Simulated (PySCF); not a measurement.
PySCF input for GeHF, SMILES [GeH][F] (connectivity only; charge and spin as stated), neutral, multiplicity 1, ωB97X-D3(BJ)/def2-TZVP. Geometry optimised at ωB97X-D3(BJ)/def2-TZVP.

```python
import numpy as np
from pyscf import gto, scf, dft, df
from pyscf.hessian import thermo

mol = gto.M(
    atom='''
    Ge    0.05303689    0.37242508    0.00000000
    H    -1.53775108    0.55471395    0.00000000
    F    -0.01771438   -1.38581296    0.00000000
    ''',
    basis='def2-TZVP',
    charge=0,
    spin=0,
    max_memory=1600,
    verbose=3,
)
mf = dft.RKS(mol, xc='wb97x-d3bj').density_fit(auxbasis='def2-universal-jkfit')
mf.grids.level = 3
mf.conv_tol = 1e-11
mf.max_cycle = 100
mf.kernel()

# [left out here: the lines that compute and print the analytic Hessian (its translational invariance restored by hand, since the grid's response is missing), thermochemistry and intensities]
```

Program output:

```
converged SCF energy = -2177.44706017127

WARN: DFTD3 does not support analytical Hessian, using finite difference


WARN: Mole.unit (angstrom) is changed to Bohr

Mode                                 0                   1                   2
Irrep
Freq [cm^-1]                      670.6183            783.0050           1918.7964
Reduced mass [au]                  20.1360              1.0788              1.0224
Force const [Dyne/A]                5.3355              0.3897              2.2178
Char temp [K]                     964.8705           1126.5699           2760.7208
Normal mode                   x     y     z       x     y     z       x     y     z
       0  Ge                 0.00  0.05  0.00    0.01  0.01 -0.00    0.01 -0.00  0.00
       1   H                 0.00 -0.07  0.00   -0.08 -0.96 -0.00   -0.98  0.09  0.00
       2   F                -0.01 -0.20  0.00   -0.05  0.03  0.00   -0.00 -0.00 -0.00
temperature 298.1500 [K]
pressure 101325.00 [Pa]
Rotational constants [GHz] 199.83668 10.78130 10.22942
Symmetry number 1
Zero-point energy (ZPE) 0.00768 [Eh]   20171.549 [J/mol]
                           tot       elec      trans        rot        vib
Entropy [J/mol/K]       252.183      0.000    165.226     84.587      2.370
Cv [J/mol/K]             31.562      0.000     12.472     12.472      6.619
Cp [J/mol/K]             39.877      0.000     20.786     12.472      6.619
Internal energy [J/mol]                      3718.434   3718.434  20721.125
Internal energy [Eh]   -2177.43634  -2177.44706
Enthalpy [J/mol]                             6197.391   3718.434  20721.125
Enthalpy [Eh]          -2177.43539
Gibbs free energy [J/mol]                  -43064.783 -21501.317  20014.573
Gibbs free energy [Eh] -2177.46403
mode   freq/cm-1   IR/(km/mol)
   1      670.62       121.098
   2      783.01        30.432
   3     1918.80       456.584
max |gradient| / (hartree/bohr): 1.2332993850230374e-05
APT charges: [ 0.8981 -0.2711 -0.627 ]
```

The calculation finished and met its thresholds.
